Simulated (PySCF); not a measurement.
Field gradients at the hydrogen positions

C6H6F3P.
Geometry (GFN2-xTB, Å), atoms numbered from 1 in this order:
```xyz
16
C6H6F3P angstrom
C     -1.8737   -1.5092   -0.0796
C     -2.0811   -0.2222   -0.3007
P     -0.8108    0.9382   -0.9007
C      0.6596    0.1445   -0.3599
C      1.7306   -0.3486   -0.1070
C      2.9834   -0.9583    0.2608
C     -0.9433    2.0670    0.6189
F     -0.8218    1.4257    1.7912
F     -0.0026    3.0212    0.6016
F     -2.1330    2.6904    0.6448
H     -2.6692   -2.1667    0.2309
H     -0.8970   -1.9513   -0.1939
H     -3.0675    0.2187   -0.2083
H      3.1730   -1.8246   -0.3726
H      3.7920   -0.2397    0.1300
H      2.9536   -1.2760    1.3029
```

Level: PBE0/pcSseg-1 (PySCF, non-relativistic); Q(2H) = 0.00286 b; rigid geometry, the same for H and D, with no vibrational averaging.

Question: Rank these positions by the coupling χzz of a deuteron there, largest first.
A. H16 (methyl hydrogen)
B. H13 (vinylic hydrogen)
C. H12 (vinylic hydrogen)

Answer: C (221 kHz), B (215 kHz), A (206 kHz).

Question: Give the electric field gradient Vzz (the principal value of largest size), its asymmetry and the 2H coupling at each hydrogen.

Answer: 
| atom | bonded to | bond length (Å) | Vzz (au) | η | χzz (kHz) |
| --- | --- | --- | --- | --- | --- |
| H11 | C1 | 1.078 | 0.3345 | 0.04 | 225 |
| H12 | C1 | 1.078 | 0.3286 | 0.05 | 221 |
| H13 | C2 | 1.084 | 0.3194 | 0.07 | 215 |
| H14 | C6 | 1.090 | 0.3075 | 0.03 | 207 |
| H15 | C6 | 1.090 | 0.3075 | 0.03 | 207 |
| H16 | C6 | 1.090 | 0.3068 | 0.02 | 206 |

One conformer (not necessarily the lowest) at the GFN2-xTB geometry, without solvent, vibrations or thermal averaging. GFN2-xTB bond lengths can be off by several hundredths of an ångström, more for odd bonds, and the gradients follow them. These gradients aren't converged with respect to the basis.
